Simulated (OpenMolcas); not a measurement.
# Ti2+: moving or changing the point charges

Ti2+ among 6 point charges of -1 e arranged as an octahedron (Oh), 1.83 Å from the ion.
```
   1.8300    0.0000    0.0000  -1.00
   0.0000    1.8300    0.0000  -1.00
  -1.8300    0.0000    0.0000  -1.00
   0.0000   -1.8300    0.0000  -1.00
   0.0000    0.0000    1.8300  -1.00
   0.0000    0.0000   -1.8300  -1.00
```

```yaml
Program: OpenMolcas 26.06
Method: CASSCF
Basis: ANO-RCC-VDZP [5s4p2d1f]
Scalar_Hamiltonian: DKH2, point nucleus
Active_space: 2 electrons in 5 orbitals (3d)
State_averaging: 2S+1 = 3 even, 10 roots; 2S+1 = 1 even, 15 roots
Spin-orbit_coupling: RASSI with atomic mean-field integrals over the reference wave functions
```

Runs around this geometry, states (labels of O, the rotations of Oh). Energies in cm-1 above the lowest state or level, χT in cm3 K/mol; under a threefold ground state the first gap can be a small split of the lowest multiplet, not the spin-orbit step; 10Dq and B are least-squares fits to the states below 45000 cm-1, weighted by degeneracy, with a free offset, and given where the rms deviation is under 5 % of |10Dq| (or 100 cm-1) and under 700 cm-1.

| R (Å) | q (e) | Ground state | First state of that spin | 10Dq | B (rms of fit) | First gap with spin-orbit (degeneracies) | χT at 300 K | First state of another spin |
| --- | --- | --- | --- | --- | --- | --- | --- | --- |
| 1.83 | -0.65 | 3T1 | 3T2 4840 | 6026 | 856 (154) | 6.1 (2, 3) | 1.153 | 1T2 11534 |
| 1.71 | -1 | 3T1 | 3T2 10546 | 12895 | 784 (426) | 2.3 (2, 3) | 1.157 | 1T2 10692 |
| 1.83 | -1 | 3T1 | 3T2 7811 | 9687 | 822 (308) | 3.5 (2, 3) | 1.152 | 1T2 11155 |

Taking |10Dq| as R^-n, n = -ln(9687 / 12895) / ln(1.83 / 1.71) = 4.2 between the shortest and longest distance. The point-charge formula for a cubic d site gives n = 5.

Scaling the charges by -0.65 / -1 = 0.65 scales |10Dq| by 6026 / 9687 = 0.62; with fixed orbitals a first-order splitting would follow the charge.

An orbital triplet at a regular site is open to Jahn-Teller coupling, which can distort the site and quench the lowest spin-orbit gaps and is left out. Without dynamic correlation the repulsion within the d shell is too large (B by tens of per cent), so at a given field states of lower spin stand too high. This is an electrostatic model: the charges have no orbitals. No measured value stands beside these numbers.
